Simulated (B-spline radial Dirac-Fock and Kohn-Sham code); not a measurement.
**Dipole and non-dipole photoemission parameters of Ag 3p3/2**

System: the free silver atom, [Kr] 4d10 5s1; threshold 573.0 eV (tabulated edge). Level of theory: Dirac-Hartree-Slater photoionisation with a Latter tail; cross sections with all multipoles, angular parameters from the dipole term and its interference with E2; a radial B-spline solver.

The run's input, task.json:

```json
{"items": [{
  "Z": 47,
  "q": 0,
  "cfg": [[1, 0, 2], [2, 0, 2], [2, 1, 6], [3, 0, 2], [3, 1, 6], [3, 2, 10], [4, 0, 2], [4, 1, 6], [4, 2, 10], [5, 0, 1]],
  "A": 107,
  "rrms": 4.5454,
  "do": "xps",
  "hv": [60, 89.5, 100, 105.0, 128.0, 156.0, 164.0, 167.0, 226.0, 255.0, 294.0, 298.0, 400, 478.0, 543.0, 770.0, 791.0, 800, 1486.9, 1760.0, 2420.0, 3360.0, 5180.0, 5300.0, 6000, 7390.0, 7820.0, 9251.7, 13000.0, 15000],
  "edges": {"K": 25514.0, "L1": 3806.0, "L2": 3524.0, "L3": 3351.0, "M1": 719.0, "M2": 603.8, "M3": 573.0, "M4": 374.0, "M5": 368.3, "N1": 97.0, "N2": 63.7}
}]}
```

Run with: `python xray2_run.py task.json out`

| hν (eV) | σ (kb) | β | γ | δ |
| --- | --- | --- | --- | --- |
| 770 | 297 | 1.103 | 0.285 | 0.061 |
| 791 | 288 | 1.153 | 0.282 | 0.052 |
| 800 | 284 | 1.172 | 0.279 | 0.049 |
| 1486.9 | 111 | 1.607 | -0.029 | 0.003 |
| 1760 | 81.0 | 1.634 | -0.019 | 0.004 |
| 2420 | 42.2 | 1.639 | 0.106 | 0.008 |
| 3360 | 20.2 | 1.604 | 0.341 | 0.014 |
| 5180 | ? | ? | ? | ? |
| 5300 | 6.53 | 1.505 | 0.776 | 0.031 |
| 6000 | 4.72 | 1.469 | 0.908 | 0.038 |
| 7390 | 2.69 | 1.403 | 1.137 | 0.053 |
| 7820 | 2.30 | 1.383 | 1.199 | 0.058 |
| 9251.7 | 1.43 | 1.321 | 1.384 | 0.075 |
| 13000 | 0.527 | 1.179 | 1.745 | 0.121 |
| 15000 | 0.341 | 1.114 | 1.889 | 0.146 |

Q: Give the values at 5180 eV.

A: σ = 6.93 kb, β = 1.511, γ = 0.753, δ = 0.030.

Values without a named source are computed, but for edge energies of neutral atoms, which are taken from tables.
